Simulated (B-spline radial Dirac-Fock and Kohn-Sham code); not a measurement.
## M3 emission of Ag⁷⁺

System: silver as Ag⁷⁺ in the configuration [Kr] 4d4.

Method: a relativistic independent-particle model: LDA orbitals of the hole state, radiative multipoles to third order, Auger rates from the Coulomb interaction with a continuum orbital, Dirac-Fock energies. Computed with an atomic code on a B-spline grid.

| line | multipole | energy (eV) | rate (s⁻¹) | share (%) |
| --- | --- | --- | --- | --- |
| M3-M4 | E1 | 201.8 | 6.58e+10 | 3.48 |
| M3-M5 | E1 | 207.8 | 6.56e+11 | 34.7 |
| M3-N1 | E1 | 483.2 | 5.18e+11 | 27.4 |
| M3-N2 | E2 | 524.0 | 3.43e+08 | 0.0182 |
| M3-N3 | E2 | 529.8 | 3.16e+08 | 0.0167 |
| M3-N4 | E1 | 589.0 | 6.90e+10 | 3.65 |
| Mγ | E1 | 589.8 | 5.81e+11 | 30.7 |

The listed lines hold 100.0 % of the radiative rate. The radiative width is 0.00124 eV in the length form and 0.00114 eV in the velocity form; the two differ because the transition energies are not eigenvalue differences of the potential that gave the orbitals.
